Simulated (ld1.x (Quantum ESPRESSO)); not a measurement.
**Configuration tests for samarium (Sm) (RRKJ)**

```
Element                 : Sm (Z = 62)
Generator               : ld1.x (Quantum ESPRESSO) 7.5
Type                    : norm-conserving RRKJ (Kleinman–Bylander form)
Functional              : LDA (PZ)
Relativity              : scalar-relativistic
Frozen core             : [Kr] 4d10
Valence charge          : 16
Reference configuration : 4f6 5s2 5p6 5d0 6s2 6p0
Partial waves           : 5p (bound): rc 1.80 bohr; 5d (bound, empty): rc 3.60 bohr; 4f (bound): rc 0.80 bohr; 5s (bound): rc 1.50 bohr
Local potential         : the s channel
Core correction         : none
```

Occupied shells without a wave of their own: 6s. They enter only through the test configuration that unscreens the potential.

Energies are relative to the spin-unpolarised reference configuration 4f6 5s2 5p6 5d0 6s2 6p0; without spin polarisation the order of configurations can differ from experiment. Spin-polarised rows fill each open shell by Hund’s rule, majority spin first.

(1) Give the all-electron excitation energy and the error of the potential for: 4f6 5s2 5p6 5d0 6s1 6p0; 4f6 5s2 5p6 5d0 6s0 6p0; 4f5 5s2 5p6 5d0 6s0 6p0; 4f6 5s2 5p6 5d1 6s1 6p0; 4f5 5s2 5p6 5d0 6s2 6p0; 4f6 5s2 5p5 5d0 6s2 6p0; 4f6 5s2 5p6 5d0 6s0 6p1; 4f6 5s2 5p6 5d0 6s2 6p0 (spin-polarised); 4f6 5s2 5p6 5d0 6s1 6p0 (spin-polarised).

Levels in the configuration 4f6 5s2 5p6 5d0 6s1 6p0 (spin-polarised):

```tsv
level	all-electron (eV)	pseudo (eV)
4f up	-9.967	-11.257
5s up	-50.441	-50.538
5p up	-30.173	-30.155
6s up	-9.012	-9.078
5s down	-47.903	-46.424
5p down	-28.184	-27.478
```

Answers

(1)

```csv
valence configuration,charge,ΔE all-electron (eV),error AE − PS (meV)
4f6 5s2 5p6 5d0 6s1 6p0,+1,6.151,-62
4f6 5s2 5p6 5d0 6s0 6p0,+2,17.445,-168
4f5 5s2 5p6 5d0 6s0 6p0,+3,41.600,-443
4f6 5s2 5p6 5d1 6s1 6p0,0,2.015,-35
4f5 5s2 5p6 5d0 6s2 6p0,+1,9.401,-126
4f6 5s2 5p5 5d0 6s2 6p0,+1,28.300,-33
4f6 5s2 5p6 5d0 6s0 6p1,+1,9.398,-125
4f6 5s2 5p6 5d0 6s2 6p0 (spin-polarised),0,-5.550,+11374
4f6 5s2 5p6 5d0 6s1 6p0 (spin-polarised),+1,0.250,+11462
```

The 6s level has no wave, so the channel is fitted at the deeper level alone: the likely source of the large errors.
